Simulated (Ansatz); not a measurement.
Relaxation of BFGaH3O (7 atoms, charge 0, multiplicity 1), to a largest force component of 0.015 eV/Å in at most 40 steps.

Method: RKS r2SCAN-D4/def2-SVP (Ansatz 0.2.0).

```xyz
7
Properties=species:S:1:pos:R:3
B -0.849 1.323 -0.091
Ga -0.008 -0.553 -0.035
O -0.927 -2.001 -0.297
F 1.718 -0.895 0.275
H -0.908 1.907 -1.096
H -1.268 1.802 0.884
H -0.731 -2.936 -0.313
```

Q: Where does it end, and by what steps?

A: The run converged. After 8 steps the energy has fallen by 0.159 eV; H7 moved furthest, 0.25 Å.

```tsv
step	energy less start (eV)	largest force component (eV/Å)	accepted
0	0.0000	1.037	yes
1	-0.0714	0.778	yes
2	-0.1149	0.462	yes
3	-0.1321	0.346	yes
4	-0.1516	0.492	yes
5	-0.1558	0.213	yes
6	-0.1588	0.059	yes
7	-0.1590	0.022	yes
8	-0.1590	0.006	yes
```

```xyz
7
Properties=species:S:1:pos:R:3
B -0.836 1.333 -0.087
Ga -0.100 -0.592 -0.057
O -1.036 -2.083 -0.318
F 1.602 -0.959 0.245
H -0.863 1.971 -1.110
H -1.246 1.858 0.918
H -0.492 -2.881 -0.262
```

Whether the end is a true minimum wasn't checked by a vibrational analysis.

The run took 44 s on 2 threads of Arm Neoverse N1, on a shared host, peak memory 0.16 GiB.
